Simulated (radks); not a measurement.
Results of a calculation; reference values are marked as such.
Lu XXIX, configuration [Kr] 4d6.75 5p0.25 (fractional occupations, a model configuration).

Level of theory: Dirac Kohn-Sham, exchange-only PBE, spin-unpolarised, spherical densities, finite nucleus; open shells are shared between the two j in proportion to 2j + 1; Fermi nuclear charge, rms radius 5.37 fm (a radial shooting solver on a logarithmic mesh with Libxc functionals).

Energy parts (eV):
total: -386270.11
kinetic: 431800.25
electron-nucleus: -916177.27
Hartree: 105180.73
exchange: -7073.82

Orbitals (lengths in bohr, moments of r in powers of bohr):
orbital,occ.,eigenvalue (eV),<1/r>
1s1/2,2,-64134.58,82.18
2s1/2,2,-11739.06,19.88
2p1/2,2,-11250.34,19.85
2p3/2,4,-10133.47,16.95
3s1/2,2,-3423.746,7.328
3p1/2,2,-3208.971,7.243
3p3/2,4,-2968.014,6.503
3d3/2,4,-2604.981,6.384
3d5/2,6,-2552.365,6.206
4s1/2,2,-1380.707,3.324
4p1/2,2,-1290.641,3.244
4p3/2,4,-1223.031,3.001
4d3/2,2.7,-1074.768,2.864
4d5/2,4.05,-1060.739,2.807
5p1/2,0.0833333,-691.6101,1.746
5p3/2,0.166667,-666.2622,1.651

The highest occupied level is 5p3/2 at -666.26 eV. The electron density at the nucleus is 1.112e+06 e/bohr^3.
